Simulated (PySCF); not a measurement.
C2H4O3, SMILES O(C(=O)O)C.

Coordinates come from a B3LYP-D3(BJ)/def2-SVP optimisation. One conformer was computed; it need not be the lowest.

These are TDA-ωB97X/def2-SVPD run with PySCF values and carry that method's errors.

Vertical excitations. Isolated molecule, no solvent. State labels are in the subgroup Cs.

List the lowest excited states. (Estimate from the structure and the level; the computed values follow.)


| state | symmetry | energy (eV) | λ (nm) | f | main pairs |
|---|---|---|---|---|---|
| S1 | A" | 7.16 | 173 | 0.000 | HOMO→LUMO+2 97 % |
| S2 | A' | 8.40 | 148 | 0.040 | HOMO→LUMO 87 % |
| S3 | A" | 8.87 | 140 | 0.006 | HOMO−1→LUMO 65 %, HOMO−2→LUMO 18 % |
| S4 | A" | 9.12 | 136 | 0.022 | HOMO−2→LUMO 61 %, HOMO−1→LUMO 14 % |
| S5 | A' | 9.25 | 134 | 0.165 | HOMO−1→LUMO+2 78 % |
| S6 | A' | 9.66 | 128 | 0.171 | HOMO−2→LUMO+2 50 %, HOMO→LUMO+1 25 % |
| S7 | A" | 9.96 | 125 | 0.023 | HOMO−1→LUMO+1 71 % |
| S8 | A' | 9.98 | 124 | 0.116 | HOMO→LUMO+1 36 %, HOMO−2→LUMO+2 36 %, HOMO→LUMO+4 7 % |
| S9 | A" | 10.06 | 123 | 0.002 | HOMO−3→LUMO+2 84 % |
| S10 | A' | 10.41 | 119 | 0.052 | HOMO−3→LUMO 34 %, HOMO→LUMO+3 29 %, HOMO−3→LUMO+3 8 %, HOMO→LUMO+4 7 % |
| T1 | A" | 6.74 | 184 | 0 | HOMO→LUMO+2 96 % |
| T2 | A' | 7.02 | 177 | 0 | HOMO−1→LUMO+2 67 %, HOMO−2→LUMO+2 26 % |
| T3 | A' | 8.23 | 151 | 0 | HOMO→LUMO 84 % |
| T4 | A' | 8.32 | 149 | 0 | HOMO−2→LUMO+2 67 %, HOMO−1→LUMO+2 25 % |
Triplets are in the Tamm–Dancoff approximation.
